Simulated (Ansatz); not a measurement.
# A correction line for wB97M-V/def2-TZVPP: vertical ionisation energy

The vertical ionisation energy (cation less neutral) in eV of 8 molecular compounds of S: x at wB97M-V/def2-TZVPP, y at CCSD(T)/def2-TZVPP. Shapes, held fixed at every level: PBE0-D4/def2-TZVP. Flexible molecules stand in one conformer, not always the lowest. Programs: Ansatz 0.2.0.

```
                                           molecule  x (eV)  y (eV)
                   C5H12S (ethyl isopropyl sulfide)    8.34    8.32
                 C5H12S (tert-butyl methyl sulfide)    8.38    8.36
                       C5H10S (allyl ethyl sulfide)    8.50    8.47
                           C2H6S (dimethyl sulfide)    8.66    8.64
                       C2H8S2Si (SMILES C[SiH2]SSC)    8.75    8.72
                      CH4S2 (methyl hydrodisulfide)    9.25       ?
CH5Cl3SSiTi (SMILES C[SiH2][S][Ti]([Cl])([Cl])[Cl])    9.86    9.82
            Si2SF6 (SMILES F[Si](F)(F)S[Si](F)(F)F)   11.56   11.54
```

Question: Fit y = c + s·x to the known rows and predict y for CH4S2.

Answer: 
1. Means of the 7 rows: x = 9.1500, y = 9.124.
2. Σ(Δx)² = 8.3838, Σ(Δx·Δy) = 8.3801, so the slope is 8.3801/8.3838 = 0.99956.
3. Intercept: 9.124 − (0.99956) × 9.1500 = -0.022. The largest residual of the fit is 0.014.
4. CH4S2: -0.022 + 0.99956 × 9.25 = 9.22 eV.

CCSD(T)/def2-TZVPP gives 9.21 eV, so the prediction is off by +0.01 eV, within the largest residual. Uncorrected, wB97M-V/def2-TZVPP misses CH4S2 by +0.04 eV, and the other rows by 0.03 on average. The line removes about 75 % of this miss. Left out in turn, the other rows are missed by 0.01 eV on average. Cations run unrestricted. Outer-core shells of Ti are correlated, in sets that cover them unevenly.
